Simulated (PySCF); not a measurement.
**Checking a proposed structure**

A compound C$_{7}$H$_{11}$OPSi gives the data below (simulated from a calculation) and was assigned the structure `C=CC1=CC(C)=C([SiH3])[P@@H]1=O`.

¹³C{¹H} NMR (computed): δ 147.8 (CH, 2C), 145.0 (CH), 142.6 (CH2), 131.1 (CH, 2C), 36.1 (CH).

¹H NMR (600 MHz, computed): δ 6.98 (m, 2H), 6.92 (m, 1H), 6.61 (m, 1H), 6.23 (m, 2H), 6.23 (m, 1H), 3.87 (d, 3H), 2.95 (m, 1H).

[PySCF 2.14.0 with density-fitted response routines: coordinates at the GFN2-xTB level; GIAO PBE0/pcSseg-1 shieldings; non-relativistic; no solvent; equivalent nuclei averaged; single conformer]

Shifts are taken against calculated references (same method and geometry level): ¹H (31.72 ppm) and ¹³C (186.93 ppm) vs TMS.

Question: Compare with the shifts computed for the proposed structure, pairing carbons in order of shift.

Answer: Structure with atom numbers: `[CH2:1]=[CH:2][C:3]1=[CH:4][C:5]([CH3:6])=[C:7]([SiH3:8])[P@@H:9]1=[O:10]` (H(Xn): hydrogen on atom n).

| atom | computed for proposal | given list | difference |
| --- | --- | --- | --- |
| C5 | 169.2 | 147.8 | +21.4 |
| C3 | 156.7 | 147.8 | +8.9 |
| C4 | 143.0 | 145.0 | -2.0 |
| C2 | 137.7 | 142.6 | -4.9 |
| C1 | 135.2 | 131.1 | +4.1 |
| C7 | 127.2 | 131.1 | -3.9 |
| C6 | 22.7 | 36.1 | -13.4 |

The rms difference is 10.5 ppm and the largest +21.4 ppm at C5 (fully substituted alkene carbon). The proposal also would give 7 carbon signals, not 5. The carbon types in order of shift don't match either: C, C, CH, CH, CH2, C, CH3 for the proposal against CH, CH, CH, CH2, CH, CH, CH in the data. The proposal doesn't fit.

Question: Which isomer fits?

Answer: `C(=C)[P@]1(=O)C=C[C@H]([SiH3])C=C1`.

- δC 147.8, 145.0, 131.1: alkene CH; the olefinic region.
- δC 142.6: terminal =CH2 carbon; as expected for a trigonal carbon in a double bond.
- δH 6.92, 6.61: hydrogen on a terminal =CH2 carbon; attached to an sp2 carbon and in the plane of the double bond.
- δH 2.95: hydrogen on an allylic sp3 CH bonded to Si; allylic position.

The shifts were computed for this structure.

Splittings by ³¹P in the carbon and heteronuclear signals aren't shown, as no couplings were computed. Shifts are as computed. Against solution values, carbons near 30 ppm lie about +3 ppm off and those near 130 ppm about +5 ppm. Of 1211 compounds with measured shifts, 218 miss one by over three times the rms of a fit or turn the order of signals round; such compounds aren't used in these exercises. Multiplicities follow the n + 1 count of equivalent neighbours, as no J values were calculated; m marks all less simple cases, F and P coupling included.
